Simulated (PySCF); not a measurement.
A GIAO shielding run with PySCF (density fitting, non-relativistic, gas phase) on SMILES CC(C)=C[SiH2][C@@H](F)CCl, C6H12ClFSi:

```
$ OMP_NUM_THREADS=1 python probes_run.py task.json out

{"job": {"kind": "nmr", "xc": "PBE0", "basis": "pcSseg-1"}, "charge": 0, "multiplicity": 1}
C      2.784827    -0.412760    -0.542079
C      1.440049    -0.402598     0.123252
C      0.842951    -1.761384     0.307798
C      0.856275     0.732346     0.509928
Si    -0.799151     0.997680     1.348856
C     -2.106809     1.303042    -0.045396
F     -1.769197     2.482347    -0.703788
C     -2.174155     0.215488    -1.102136
Cl    -2.760203    -1.281249    -0.361946
H      3.176990     0.592936    -0.667279
H      3.490924    -0.991807     0.052673
H      2.717750    -0.885734    -1.521564
H      1.486922    -2.366058     0.946129
H     -0.144754    -1.712357     0.753028
H      0.768367    -2.271264    -0.652539
H      1.401685     1.650632     0.315263
H     -0.768183     2.246815     2.113084
H     -1.297725    -0.095587     2.183646
H     -3.107152     1.479391     0.364910
H     -2.864018     0.479073    -1.906801
H     -1.184314     0.017990    -1.515513
```

Hardware: 1 thread of an Arm Neoverse V2, shared host. The job also computes population analyses, field gradients.

Task: How large is the calculation?

Result: 88 electrons, 227 basis functions and 1221 auxiliary functions.

Task: How long does it take, and how much memory does it need?

Result: 61 s of wall time, with 14 SCF cycles and 4 response iterations; peak memory 1.1 GiB. Times on a shared host scatter by some tens of per cent.
